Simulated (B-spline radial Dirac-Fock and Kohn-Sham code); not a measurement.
# Dipole and non-dipole photoemission parameters of In 4p1/2

System: atomic indium in the configuration [Kr] 4d10 5s2 5p1; threshold 73.50 eV (tabulated edge). Calculated with an atomic code on a B-spline grid, using Dirac-Hartree-Slater photoionisation with a Latter tail; cross sections with all multipoles, angular parameters from the dipole term and its interference with E2.

For linearly polarised light dσ/dΩ = σ/(4π) [1 + β P₂(cos θ) + (δ + γ cos²θ) sin θ cos φ], with θ from the polarisation vector and φ the angle between the beam and the projection of the electron momentum on the plane normal to the polarisation.

```
hν (eV)  σ (kb)       β       γ       δ
    103     153   0.449   0.123  -0.015
    146     101  -0.161   0.063  -0.016
    150     100  -0.121   0.020  -0.007
    181    98.0   0.264  -0.078   0.031
    199    97.1   0.465  -0.040   0.036
    243    92.9   0.836   0.086   0.034
    352    76.2   1.279   0.228   0.017
    400    69.2   1.379   0.232   0.012
    500       ?       ?       ?       ?
    509    55.4   1.515   0.192   0.006
    534    52.7   1.535   0.179   0.005
    905    26.0   1.668   0.021   0.000
    970    23.3   1.676   0.006  -0.001
    985    22.7   1.677   0.003  -0.001
   1000    22.2   1.678   0.000  -0.001
   1140    17.8   1.686  -0.018  -0.001
 1253.6    15.2   1.688  -0.023  -0.001
   1370    13.0   1.687  -0.021  -0.001
   1410    12.3   1.687  -0.019  -0.001
   1610    9.66   1.681  -0.003   0.000
   2000    6.38   1.663   0.056   0.000
   2860    3.06   1.611   0.233   0.004
   3030    2.70   1.601   0.271   0.005
   4170    1.31   1.532   0.514   0.014
 9251.7   0.174   1.295   1.301   0.068
   9740   0.152   1.277   1.356   0.074
  12000  0.0848   1.202   1.580   0.101
```

Task: Give the values at 500 eV.

Result: σ = 56.5 kb, β = 1.506, γ = 0.196, δ = 0.006.
